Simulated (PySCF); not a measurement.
C₃H₂F₅I.
Atom-mapped SMILES: `[F:1][C:2]([F:3])([F:4])[C:5]([F:6])([F:7])[CH2:8][I:9]` (hydrogens: H10, H11 on C8)

Level of theory: PBE0-D3(BJ)/def2-SVP geometry optimisation, gas phase, def2 core potentials past Kr (PySCF).

Q: What internal coordinates does the optimisation give?

A: 
| bond | length (pm) |
| --- | --- |
| F1–C2, C2–F3, C2–F4 | 132.7 |
| C2–C5 | 154.4 |
| C5–F6 | 134.1 |
| C5–F7 | 135.3 |
| C5–C8 | 151.3 |
| C8–I9 | 213.8 |
| C8–H10, C8–H11 | 109.6 |

Bonds in one row agree within 1 pm and their mean is given. A selection of angles:
| angle | degrees |
| --- | --- |
| F1–C2–F3 | 108.7 |
| F1–C2–C5 | 109.6 |
| F3–C2–C5 | 111.2 |
| C2–C5–F6 | 107.9 |
| C2–C5–F7 | 106.0 |
| C2–C5–C8 | 115.9 |
| F6–C5–F7 | 107.9 |
| F6–C5–C8 | 111.9 |
| F7–C5–C8 | 106.9 |
| C5–C8–I9 | 116.0 |

Dihedral angles: F1–C2–C5–F6 -176° (antiperiplanar); C2–C5–C8–I9 -72° (synclinal). The mirror-image conformer, all signs reversed, is as good.

The C–C distances run from 1.513 Å (C5–C8, drawn single) to 1.544 Å (C2–C5, drawn single), a spread of 0.031 Å. Of the pairs four or more bonds apart, F1···H11 is among the closest relative to their van der Waals radii: 2.51 Å, 94 % of the sum of Bondi's values. The C–F distances run from 1.324 Å (C2–F4, drawn single) to 1.353 Å (C5–F7, drawn single), a spread of 0.029 Å.

Point group: C1 (no symmetry element, even within 0.4 Å). Stationary, but not proved a minimum. The numbers are those of one conformer.
